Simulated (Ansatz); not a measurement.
Basis sets compared for the cluster B₈⁺. Charge 1, multiplicity 2. Geometry PBE-D4/def2-SVP. Ansatz on 4 threads of Intel Xeon Platinum 8488C on a shared host; times are rough, and most runs start from earlier orbitals.

```
atom    x (Å)    y (Å)    z (Å)
  B1  -1.3497  -0.3440   2.4797
  B2  -1.1074  -0.2862   0.9131
  B3   1.1075   0.2860  -0.9130
  B4  -0.1121  -0.0371  -2.1775
  B5   0.1123   0.0365   2.1775
  B6   1.3497   0.3442  -2.4797
  B7   0.5659   0.1504   0.6420
  B8  -0.5662  -0.1497  -0.6421
```

At PBE0-D4/def2-SVP, PBE0-D4/def2-TZVP the charge 1 doublet is spin-contaminated (final ⟨S²⟩ up to 0.90, 0.75 for a pure state). Another isomer (doublet) lies 1.48 eV lower at PBE0-D4/def2-TZVP; other spin states weren't run for this one.

| level | functions | energy (Eh) | HOMO (eV) | LUMO (eV) | wall time |
| --- | --- | --- | --- | --- | --- |
| PBE-D4/def2-SVP | 112 | -197.7477 | -11.58 | -10.62 | 1.2 s |
| PBE0-D4/def2-SVP | 112 | -197.7610 | -12.40 | -9.88 | 1.8 s |

(1) Estimate the rows for PBE-D4/def2-TZVP (with forces), PBE0-D4/def2-TZVP.

## Answers

(1) 
```tsv
level	functions	energy (Eh)	HOMO (eV)	LUMO (eV)	wall time
PBE-D4/def2-TZVP (with forces)	248	-197.9510	-11.55	-10.58	3.1 s
PBE0-D4/def2-TZVP	248	-197.9636	-12.37	-9.86	4.9 s
```
